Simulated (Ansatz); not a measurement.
Relaxation of C$_{2}$H$_{9}$AlSi (13 atoms, charge 0, multiplicity 1), to a largest force component of 0.015 eV/Å in at most 40 steps.

Theory: RHF/def2-SVPD (Ansatz 0.2.0).

```xyz
13
Properties=species:S:1:pos:R:3:forces:R:3
C -1.507 0.278 0.983 -2.32 2.53 -1.18
Si -0.473 -1.029 0.270 0.83 -0.77 0.07
C 1.234 -0.385 -0.013 1.91 -0.37 -0.52
Al 2.051 0.485 1.587 -1.44 -0.59 0.81
H -1.115 0.688 1.902 0.09 0.01 0.34
H -1.627 1.174 0.243 0.26 -1.58 1.27
H -2.542 -0.082 1.170 0.58 0.23 0.00
H -0.990 -1.486 -1.009 -0.51 -0.40 -0.46
H -0.419 -2.126 1.269 -0.02 -0.28 -0.11
H 1.921 -1.244 -0.357 -0.91 1.28 0.44
H 1.222 0.351 -0.850 0.05 -0.42 0.38
H 3.474 1.082 1.596 0.50 0.26 0.02
H 1.081 0.486 2.998 0.98 0.10 -1.06
```

Where does it end, and by what steps?

The run converged. After 7 steps the energy has fallen by 0.450 eV; H13 moved furthest, 0.46 Å.

| step | energy less start (eV) | largest force component (eV/Å) | accepted |
| --- | --- | --- | --- |
| 0 | 0.0000 | 2.535 | yes |
| 1 | -0.3900 | 0.988 | yes |
| 2 | -0.4354 | 0.141 | yes |
| 3 | -0.4438 | 0.096 | yes |
| 4 | -0.4483 | 0.077 | yes |
| 5 | -0.4497 | 0.031 | yes |
| 6 | -0.4494 | 0.066 | no |
| 7 | -0.4501 | 0.012 | yes |

```xyz
13
Properties=species:S:1:pos:R:3
C -1.704 0.299 0.889
Si -0.479 -1.015 0.300
C 1.255 -0.318 0.084
Al 2.204 0.418 1.644
H -1.422 0.701 1.865
H -1.759 1.132 0.184
H -2.708 -0.122 0.982
H -0.979 -1.591 -0.979
H -0.442 -2.126 1.293
H 1.899 -1.104 -0.334
H 1.232 0.465 -0.687
H 3.681 0.964 1.472
H 1.532 0.488 3.077
```

The run took 19 s on 2 threads of Intel(R) Xeon(R) 6975P-C (Granite Rapids) (shared host), peak memory 0.45 GiB.
